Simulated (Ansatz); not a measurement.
Species: GaI$_{2}$, charge 0, multiplicity 2. It need not be the lowest isomer of its formula. 
Geometry from a B3LYP-D3(BJ)/def2-TZVP (Ansatz, an electronic-structure program) optimisation:
```
Ga
I 1 2.5655
I 1 2.5655 2 121.56
```
Charge 0, spin multiplicity 2.

Basis-set convergence of Hartree-Fock and CCSD(T) correlation energies (hartree) with Ansatz. Cores are frozen in the correlated levels unless marked. UHF or UKS for open shells. Spin-orbit coupling is left out. The frozen core is the preceding noble-gas configuration, with the filled d and f shells of earlier blocks. Past Kr the def2 sets carry scalar-relativistic core potentials.

| basis | functions | E(HF) | E(corr, CCSD(T)) |
|---|---|---|---|
| def2-SVPD | 108 | -2516.40988 | -0.27828 |
| def2-TZVPPD | 172 | ? | ? |

Task: Complete the blanks.

Result: 
- def2-TZVPPD, E(HF): -2516.67533
- def2-TZVPPD, E(corr, CCSD(T)): -0.36936
